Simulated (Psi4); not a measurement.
FOS, doublet, at a GFN2-xTB geometry; B3LYP/3-21G (Psi4).

Psi4 was given this input:
```
memory 2 GB

molecule {
0 2
O    -1.19502904   -0.51179322    0.02875724
S    -0.14028508    0.46479902    0.00071897
F     1.31164375   -0.37138205   -0.02684017
}

set {
  basis 3-21g
  reference uks
  damping_percentage 20
}

energy('b3lyp')
print_variables()
```

Output, abridged:

```
   => Loading Basis Set <=

    Name: 3-21G
    Role: ORBITAL
    Keyword: BASIS

         ---------------------------------------------------------
                                   SCF
               by Justin Turney, Rob Parrish, Andy Simmonett
                          and Daniel G. A. Smith
                              UKS Reference
         ---------------------------------------------------------

  ==> Geometry <==

    Molecular point group: cs
    Full point group: Cs

    Geometry (in Angstrom), charge = 0, multiplicity = 2:

       Center              X                  Y                   Z               Mass
    ------------   -----------------  -----------------  -----------------  -----------------
         O           -1.215081161247    -0.506107694211     0.000000000000    15.994914619570
         S           -0.159976170903     0.470497050975     0.000000000000    31.972071174400
         F            1.292208020960    -0.365694726257     0.000000000000    18.998403162730

  Running in cs symmetry.

  Rotational constants: A =      1.23419  B =      0.29989  C =      0.24126 [cm^-1]
  Rotational constants: A =  36999.93675  B =   8990.35950  C =   7232.88954 [MHz]
  Nuclear repulsion =  107.758947279562065

  Charge       = 0
  Multiplicity = 2
  Electrons    = 33
  Nalpha       = 17
  Nbeta        = 16

  ==> Algorithm <==

  SCF Algorithm Type is DF.
  DIIS enabled.
  MOM disabled.
  Fractional occupation disabled.
  Guess Type is SAD.
  Energy threshold   = 1.00e-06
  Density threshold  = 1.00e-06
  Integral threshold = 1.00e-12

  ==> Primary Basis <==

  Basis Set: 3-21G
    Blend: 3-21G
    Number of shells: 17
    Number of basis functions: 31
    Number of Cartesian functions: 31
    Spherical Harmonics?: false
    Max angular momentum: 1

  ==> DFT Potential <==

   => LibXC <=

    Version 7.1.2
    S. Lehtola, C. Steigemann, M. J. T. Oliveira, and M. A. L. Marques,  SoftwareX 7, 1–5 (2018) (10.1016/j.softx.2017.11.002)

   => Composite Functional: B3LYP <=

    B3LYP Hyb-GGA Exchange-Correlation Functional

    P. J. Stephens, F. J. Devlin, C. F. Chabalowski, and M. J. Frisch,  J. Phys. Chem. 98, 11623 (1994) (10.1021/j100096a001)

    Deriv               =              1
    GGA                 =           TRUE
    Meta                =          FALSE

    Exchange Hybrid     =           TRUE
    MP2 Hybrid          =          FALSE

   => Exchange Functionals <=

    0.0800   Slater exchange
    0.7200         Becke 88

   => Exact (HF) Exchange <=

    0.2000               HF

   => Correlation Functionals <=

    0.1900   Vosko, Wilk & Nusair (VWN5_RPA)
    0.8100   Lee, Yang & Parr

   => LibXC Density Thresholds  <==

    XC_HYB_GGA_XC_B3LYP:  1.00E-15

   => Molecular Quadrature <=

    Radial Scheme          =       TREUTLER
    Pruning Scheme         =           NONE
    Nuclear Scheme         =       TREUTLER

    Blocking Scheme        =         OCTREE
    BS radius alpha        =              1
    Pruning alpha          =              1
    Radial Points          =             75
    Spherical Points       =            302
    Total Points           =          63962
    Total Blocks           =            544
    Max Points             =            256
    Max Functions          =             30
    Weights Tolerance      =       1.00E-15

   => Loading Basis Set <=

    Name: (3-21G AUX)
    Role: JKFIT
    Keyword: DF_BASIS_SCF

  ==> Integral Setup <==

  SCF_SUBTYPE=INCORE selected. In-core MEM_DF algorithm will be used.
  Using in-core AOs.

  ==> MemDFJK: Density-Fitted J/K Matrices <==

    J tasked:                   Yes
    K tasked:                   Yes
    wK tasked:                   No
    Algorithm:                 Core
    Schwarz Cutoff:           1E-12
    Mask sparsity (%):       2.2893
    Fitting Condition:        1E-10

   => Auxiliary Basis Set <=

  Basis Set: (3-21G AUX)
    Blend: DEF2-UNIVERSAL-JKFIT
    Number of shells: 88
[...]
   @DF-UKS iter   4:  -570.12476387227684    1.52151e-01   6.31165e-03 DIIS/ADIIS/DAMP=20%
   @DF-UKS iter   5:  -570.18717720317215   -6.24133e-02   3.35664e-03 DIIS/ADIIS/DAMP=20%
   @DF-UKS iter   6:  -570.20983212285091   -2.26549e-02   1.19147e-03 DIIS/ADIIS/DAMP=20%
   @DF-UKS iter   7:  -570.20341732003180    6.41480e-03   1.86130e-04 DIIS/ADIIS/DAMP=20%
   @DF-UKS iter   8:  -570.20857988036528   -5.16256e-03   2.24210e-04 DIIS/ADIIS/DAMP=20%
   @DF-UKS iter   9:  -570.20758623831409    9.93642e-04   5.50838e-05 DIIS/DAMP=20%
   @DF-UKS iter  10:  -570.20787129937810   -2.85061e-04   5.53524e-05 DIIS/DAMP=20%
   @DF-UKS iter  11:  -570.20751708242881    3.54217e-04   1.90691e-05 DIIS/DAMP=20%
   @DF-UKS iter  12:  -570.20750332654382    1.37559e-05   1.13617e-05 DIIS/DAMP=20%
   @DF-UKS iter  13:  -570.20748430084188    1.90257e-05   4.67041e-06 DIIS/DAMP=20%
   @DF-UKS iter  14:  -570.20747810618229    6.19466e-06   2.16224e-06 DIIS/DAMP=20%
   @DF-UKS iter  15:  -570.20747574195696    2.36423e-06   6.00139e-07 DIIS/DAMP=20%
   @DF-UKS iter  16:  -570.20747424111630    1.50084e-06   4.15753e-07 DIIS/DAMP=20%
   @DF-UKS iter  17:  -570.20747462985673   -3.88740e-07   1.21344e-07 DIIS/DAMP=20%
  Energy and wave function converged.

  ==> Post-Iterations <==

   Electrons on quadrature grid:
      Nalpha   =   16.9999975979 ; deviation = -2.402e-06
      Nbeta    =   16.0000021234 ; deviation = 2.123e-06
      Ntotal   =   32.9999997212 ; deviation = -2.788e-07

   @Spin Contamination Metric:   1.608703068E-03
   @S^2 Expected:                7.500000000E-01
   @S^2 Observed:                7.516087031E-01
   @S   Expected:                5.000000000E-01
   @S   Observed:                5.000000000E-01

    Orbital Energies [Eh]
    ---------------------

    Alpha Occupied:

[...]
    Alpha Virtual:

[...]
    Beta Occupied:

[...]
      13Ap    -0.329653

    Beta Virtual:

[...]
    Final Occupation by Irrep:
             Ap   App
    DOCC [    13,    3 ]
    SOCC [     0,    1 ]
    NA   [    13,    4 ]
    NB   [    13,    3 ]

  @DF-UKS Final Energy:  -570.20747462985673

   => Energetics <=

    Nuclear Repulsion Energy =            107.7589472795620651
    One-Electron Energy =               -1002.8619049294965180
    Two-Electron Energy =                 360.9627017993161644
    DFT Exchange-Correlation Energy =     -36.0672187792384804
    Empirical Dispersion Energy =           0.0000000000000000
    VV10 Nonlocal Energy =                  0.0000000000000000
    Total Energy =                       -570.2074746298567334

  UHF NO Occupations:
  HONO-2 :   13 Ap 1.9997399
  HONO-1 :    3App 1.9996652
  HONO-0 :    4App 1.0000000
  LUNO+0 :    5App 0.0003348
  LUNO+1 :   14 Ap 0.0002601
  LUNO+2 :   15 Ap 0.0001539
  LUNO+3 :    6App 0.0000240

Computation Completed

Properties will be evaluated at   0.000000,   0.000000,   0.000000 [a0]

Properties computed using the SCF density matrix

 Multipole Moments:

 ------------------------------------------------------------------------------------
     Multipole            Electronic (a.u.)      Nuclear  (a.u.)        Total (a.u.)
 ------------------------------------------------------------------------------------

 L = 1.  Multiply by 2.5417464519 to convert [e a0] to [Debye]
 Dipole X            :          1.2279666           -1.2290700           -0.0011034
 Dipole Y            :          0.3640745            0.3549637            0.7190383
 Dipole Z            :          0.0000000            0.0000000            0.0000000
 Magnitude           :                                                    0.7190391

 ------------------------------------------------------------------------------------

  Variable Map:
  ----------------------------------------------------------------------------
[...]
  Array Variable Map:
  ----------------------------------------------------------------------------
[...]
[...]
```
